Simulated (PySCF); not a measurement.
## Electron correlation in Hf (hafnium, neutral)

[Xe] 4f14 5d2 6s1 6p1, one real determinant (an excited configuration). All numbers are calculated (PySCF 2.14, a scalar-relativistic core potential, in aug-cc-pwCVDZ-PP with ECP60MDF). Frozen: 5s2 5p6; 4 electrons correlated.

MP2 pair energies summed by pair of shells (mhartree):

```
 pair  energy  share (%)
5d-6s   -6.21       38.3
5d-6p   -4.86       29.9
5d-5d   -3.46       21.3
6s-6p   -1.71       10.5
```

Total MP2 correlation energy: -16.25 mhartree.

Same-spin part -16.25 and opposite-spin part 0.00 mhartree; SCS-MP2 scales them by 1/3 and 6/5 to -5.42 mhartree.

The reference is one real determinant that mixes LS terms of this configuration.
